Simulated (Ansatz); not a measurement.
Reaction (redistribution): `[CH3][Al]([SiH3])[Br]` + `F[Si]O[SiH3]` → `[CH3][Al]([SiH3])[O][SiH3]` + `F[Si]Br`

Isolated molecules relaxed with PBE0-D4/def2-TZVP in Ansatz; ΔE leaves out vibrations. CBS: MP2 limit from def2 TZ/QZ plus the TZ coupled-cluster correction, frozen cores. Functionals use def2-TZVPP. For Br outer-core shells are correlated without core-valence functions, which leaves a few kJ/mol of doubt a bond. Scalar relativity is left out up to krypton. Each species was taken in one conformer, which may not be the lowest.

`[CH3][Al]([SiH3])[Br]`:

Cartesian coordinates in Å:
```
C -1.290 -1.427 -0.340
Al -0.648 0.321 0.215
Si 1.689 1.054 0.143
Br -2.161 1.825 0.995
H -0.798 -2.217 0.237
H -1.046 -1.609 -1.392
H -2.369 -1.532 -0.215
H 1.866 2.447 0.634
H 2.215 0.982 -1.252
H 2.543 0.156 0.974
```

`F[Si]O[SiH3]`:

Cartesian coordinates in Å:
```
F 0.184 -2.159 1.284
Si -1.092 -1.203 1.558
O -0.805 0.039 0.542
Si 0.211 0.683 -0.596
H -0.373 1.969 -1.045
H 1.547 0.917 0.003
H 0.328 -0.246 -1.746
```

`[CH3][Al]([SiH3])[O][SiH3]`:

```xyz
14

C     2.247   -0.551    0.983
Al    0.590    0.032    0.153
Si    0.283    2.103   -1.128
O    -0.785   -0.943    0.306
Si   -2.316   -1.463    0.157
H     2.108   -1.440    1.602
H     2.678    0.239    1.606
H     2.998   -0.786    0.221
H    -0.372    1.839   -2.442
H    -0.594    3.059   -0.390
H     1.569    2.808   -1.402
H    -3.150   -0.463   -0.565
H    -2.908   -1.690    1.502
H    -2.347   -2.742   -0.603
```

`F[Si]Br`:

```xyz
3

F    -1.029    0.904   -0.360
Si    0.474    0.390   -0.568
Br    0.555   -1.294    0.929
```

CCSD(T)/CBS gives +10.0 kcal/mol.

Question: Another level gave +7.8 kcal/mol. Which?
A. SCS-MP2/def2-TZVPP
B. B2PLYP/def2-TZVPP
C. HF/def2-TZVPP
D. PBE/def2-TZVPP

Answer: D. PBE 7.8, B2PLYP 9.2, SCS-MP2/def2-TZVPP 10.3, HF/def2-TZVPP 12.0 kcal/mol.

Largest T1 diagnostic among the species: 0.014.

In def2-TZVPP, CCSD(T) changes the Hartree–Fock value by −1.8 kcal/mol (the triples alone add −0.4 kcal/mol) and MP2 by −1.6 kcal/mol. From PBE to PBE0 (25 % exact exchange), in def2-TZVPP and without D4, ΔE moves by +1.4 kcal/mol.
